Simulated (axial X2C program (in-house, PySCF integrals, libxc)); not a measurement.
**Which functional? An output for HBr**

An SCF output computed with an axial X2C code built on PySCF integrals for HBr at 1.419 Å, two-component, state Ω = 0, Br dyall-cv4z [10s10p7d5f3g], H dyall-v4z [7s3p2d1f] (cores contracted in-house), without its first line:

```
basis functions 170  fitting functions 766  grid points 5074
iter        total energy     max residual
   1      -2605.755900625     8.35e-06
   2      -2605.755900626     7.66e-06
converged
one-electron -3647.73506142  Coulomb 1122.90578748  exact exchange -22.85472981  xc functional -70.13121286  nuclear repulsion 13.05229202  atomic mean-field constant -0.99297604
```

Task: Which level of theory produced it?
A. BHandHLYP
B. r2SCAN
C. HF
D. TPSSh
E. PBE0

Result: E. The exact-exchange term against the functional term shows a share of 0.25 of exact exchange.
